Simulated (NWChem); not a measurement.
Molecule: SiH₂O, singlet; SMILES [SiH]O

Program: NWChem. Low-valent species are run as closed-shell singlets; no triplet was tried in these runs. All runs use the structure optimised with PBE0/def2-SVP. Level: PBE0/def2-SVP with SMD (1 M gas to 1 M solution), gas-phase geometry. Reactions with the solvent are ignored.

For solvent n-hexane:

| Property | Value |
|---|---|
| solvation free energy (kcal/mol) | -2.6 |
| cavity-dispersion-structure term (kcal/mol) | -1.1 |
| dipole in solution (D) | 1.88 |

### Question
How do the values read with solvent water instead?

### Answer
- solvation free energy (kcal/mol) = -4.5
- cavity-dispersion-structure term (kcal/mol) = 1.2
- dipole in solution (D) = 2.21
